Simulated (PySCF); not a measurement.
**Orbital picture of MgSb⁻**

MN15 at R = 2.706 Å; basis Mg def2-SVPD, Sb def2-SVPD with ECP28; scalar-relativistic core potentials; PySCF 2.14. State: ³Π (triplet), unpaired electrons σ ↑, π ↑. Only the outer orbitals are listed, counted within each symmetry, core potentials removing the inner ones.

| spin | orbital | occ. | ε (eV) | on Mg (%) | main shells (%) |
| --- | --- | --- | --- | --- | --- |
| α | 7σ | 1 | -10.09 | 7 | 93 Sb s |
| α | 8σ | 1 | -2.71 | 57 | 55 Mg s, 43 Sb p |
| α | 4π | 1 | -1.70 | 12 | 88 Sb p, 10 Mg p |
| α | 4π | 1 | -0.86 | 19 | 81 Sb p, 17 Mg p |
| α | 9σ | 1 | -0.35 | 65 | 38 Mg s, 27 Mg p, 27 Sb p |
| α | 5π | 0 | 3.13 | 90 | 88 Mg p |
| α | 5π | 0 | 3.25 | 86 | 82 Mg p, 11 Sb p |
| α | 10σ | 0 | 3.46 | 110 | 99 Mg p |
| β | 7σ | 1 | -8.83 | 10 | 91 Sb s |
| β | 8σ | 1 | -1.87 | 80 | 80 Mg s, 21 Sb p |
| β | 4π | 1 | -0.34 | 26 | 75 Sb p, 24 Mg p |
| β | 9σ | 0 | 2.00 | 54 | 36 Mg p, 33 Sb p, 17 Mg s |
| β | 4π | 0 | 2.06 | 46 | 55 Sb p, 44 Mg p |
| β | 5π | 0 | 3.38 | 80 | 78 Mg p, 17 Sb p |

**Question.** Which are the highest filled and the lowest empty level, where do they sit, and how wide is the gap?

**Answer.** Highest filled β 4π at -0.34 eV (in %: 75 Sb p, 24 Mg p); lowest empty β 9σ at 2.00 eV (in %: 36 Mg p, 33 Sb p, 17 Mg s); the gap at MN15 is 2.34 eV. An empty level above zero is unbound, and its energy depends on the basis.

| Item | Value |
| --- | --- |
| bond order (Mayer) | 1.45 |
| ⟨S²⟩ | 2.014 |
| charge on Mg (Mulliken, basis-dependent) | -0.78 |
| charge on Mg (Löwdin, basis-dependent) | -0.68 |
| dipole moment (positive dipole points towards Sb; it is taken about the centre of mass and depends on that origin) | 3.60 D |

Shares are Mulliken populations and can fall outside 0 to 100 %.

Spin–orbit coupling is left out. The state was picked by a PBE0 search and need not be the measured ground state.
